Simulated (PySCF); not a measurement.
Compound: C4H3F4O2 (charge -1).
Z-matrix (Å and degrees, GFN2-xTB geometry), rows numbered from 1:
```
O 
C   1  1.2205
O   2  1.2318  1  132.23
C   2  1.6398  1  115.36  3   177.73
F   4  1.3883  2  112.06  1    30.70
C   4  1.5215  2  109.65  1   152.77
C   6  1.5037  4  114.54  2   150.94
F   7  1.3464  6  114.26  4    64.49
F   7  1.3450  6  113.98  4   -57.17
F   7  1.3597  6  112.18  4  -176.45
H   4  1.0976  2  107.64  1   -85.60
H   6  1.0975  4  105.90  2    30.46
H   6  1.0917  4  109.35  2   -87.29
```

Structure optimised with GFN2-xTB, isolated species.

Take the most abundant isotopes and a rigid rotor. The values belong to one conformer with, in the numbering `[O:1]=[C:2]([O-:3])[C@@H:4]([F:5])[CH2:6][C:7]([F:8])([F:9])[F:10]`, O1–C2–C4–F5 31°, C2–C4–C6–C7 151°.

Task: Give the principal moments of inertia and the rotational constants in MHz.

Result: Ia = 200.61, Ib = 676.99, Ic = 776.70 u·Å²; 505379 MHz·u·Å²/I gives A = 2519, B = 746.5, C = 650.7 MHz.

Task: What kind of rotor is it?

Result: An asymmetric top. Ray's parameter κ = (2B − A − C)/(A − C) = -0.897; −1 is the prolate and +1 the oblate limit.

Task: What does the inertial defect say?

Result: Not planar: Δ = Ic − Ia − Ib = -100.90 u·Å². For a rigid frame Δ = −2 Σ m c², so Σ m c² = 50.45 u·Å² lies off the ab plane: 4.61 from hydrogen and 45.84 from heavier atoms. The atom farthest from that plane is 1.61 Å away.

Task: Give the other two planar moments, Paa and Pbb, and the rms extents of the mass along the axes.

Result: Paa = Σ m a² = (Ib + Ic − Ia)/2 = 626.54 and Pbb = Σ m b² = (Ia + Ic − Ib)/2 = 150.16 u·Å². With the mass M = 159.01 u, the rms extents √(P/M) along a, b and c are 1.99, 0.97, 0.56 Å.

Task: Give the coordinates in the principal-axis frame, origin at the centre of mass.

Result: The sense of each axis is arbitrary; atoms in the order of the calculation.
```
atom  mass (u)   a (Å)   b (Å)   c (Å)
  O1    15.995  -3.288  -0.251   0.154
  C2    12.000  -2.276   0.421   0.033
  O3    15.995  -2.099   1.624  -0.162
  C4    12.000  -0.865  -0.397   0.207
  F5    18.998  -0.974  -1.718  -0.206
  C6    12.000   0.231   0.300  -0.585
  C7    12.000   1.615   0.127  -0.022
  F8    18.998   2.063  -1.143  -0.036
  F9    18.998   1.743   0.544   1.250
 F10    18.998   2.545   0.831  -0.721
 H11     1.008  -0.631  -0.431   1.279
 H12     1.008  -0.029   1.366  -0.585
 H13     1.008   0.229  -0.074  -1.611
```

No frequency check. Zero-point vibration and centrifugal distortion are left out.

All values are computed, not measured.
